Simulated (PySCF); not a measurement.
Cl3Zr (SMILES [Cl][Zr]([Cl])[Cl]), doublet, geometry from GFN2-xTB (such geometries of metal compounds can be far from the true shape) (the multiplicity is a formal guess) (core potentials on Zr).

Here is a job for PySCF.
```python
from pyscf import gto, scf

mol = gto.M(
    atom='''
Zr    0.12206903    0.38570128    0.24620110
Cl    1.92199845   -0.63136816   -0.67832307
Cl   -0.91043027   -1.15482041    1.54607003
Cl   -1.29878943    0.87865615   -1.44704367
''',
    basis='def2-sv(p)',
    ecp={'Zr': 'def2-sv(p)'},
    spin=1,
    verbose=4,
)

mf = scf.UHF(mol)
mf.kernel()
```

Q: What does this run give for the HOMO energy, Mulliken (on the basis functions themselves) charges in atom order, <S^2>, dipole moment, total energy?

A: 
- HOMO energy: -8.97 eV
- Mulliken (on the basis functions themselves) charges in atom order: Zr1 1.21, Cl2 -0.40, Cl3 -0.40, Cl4 -0.40
- <S^2>: 0.754
- dipole moment: 3.52 D
- total energy: -1424.7889 Eh

These values belong to the state on which the SCF converged, which isn't shown to be the lowest.
